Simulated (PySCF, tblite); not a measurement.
Parent: `[CH2:1]1[CH2:2][S:3][CH2:4][CH2:5][PH:6]1` with P6–C1–C2–S3 -67°, C1–C2–S3–C4 65°, C2–S3–C4–C5 -65°, S3–C4–C5–P6 67°, C4H9PS.

Computed geometry: GFN2-xTB, gas phase. One conformer each, not checked by frequencies here.

```
coordinate of the parent    value
                   C1–C2  1.518 Å
                   C2–S3  1.819 Å
                   S3–C4  1.819 Å
                   C4–C5  1.518 Å
                   C5–P6  1.863 Å
                   C1–P6  1.863 Å
                C2–C1–P6   115.4°
                C1–C2–S3   112.6°
                C2–S3–C4    97.9°
                S3–C4–C5   112.5°
                C4–C5–P6   115.4°
                C1–P6–C5    99.1°
```

Q: How does the shared frame change in `[CH3:1][CH2:2][PH+:3]1[CH2:4][CH2:5][S:6][CH2:7][CH2:8]1` (charge +1) with C1–C2–P3–C4 -61°, C2–P3–C4–C5 -174°, P3–C4–C5–S6 64°, C4–C5–S6–C7 -70°, C5–S6–C7–C8 70°, [C6H14PS]+? Atoms pair as C1 = C4, C2 = C5, S3 = S6, C4 = C7, C5 = C8, P6 = P3 (parent first).

A: 
| parent | relative | value in the relative | change |
| --- | --- | --- | --- |
| C1–C2 | C4–C5 | 1.528 Å | +0.010 |
| C2–S3 | C5–S6 | 1.824 Å | +0.005 |
| S3–C4 | S6–C7 | 1.823 Å | +0.004 |
| C4–C5 | C7–C8 | 1.528 Å | +0.010 |
| C5–P6 | C8–P3 | 1.816 Å | -0.047 |
| C1–P6 | C4–P3 | 1.816 Å | -0.047 |
| C2–C1–P6 | C5–C4–P3 | 110.6° | -4.8 |
| C1–C2–S3 | C4–C5–S6 | 111.8° | -0.8 |
| C2–S3–C4 | C5–S6–C7 | 98.2° | +0.3 |
| S3–C4–C5 | S6–C7–C8 | 111.4° | -1.1 |
| C4–C5–P6 | C7–C8–P3 | 110.6° | -4.8 |
| C1–P6–C5 | C4–P3–C8 | 109.5° | +10.4 |

Of the parent's bonds, C5–P6 and C1–P6 change most and about equally (-0.047 Å). Bonds of the relative outside the shared frame: C1–C2 1.528, C2–P3 1.814 Å. Point group Cs → C1.
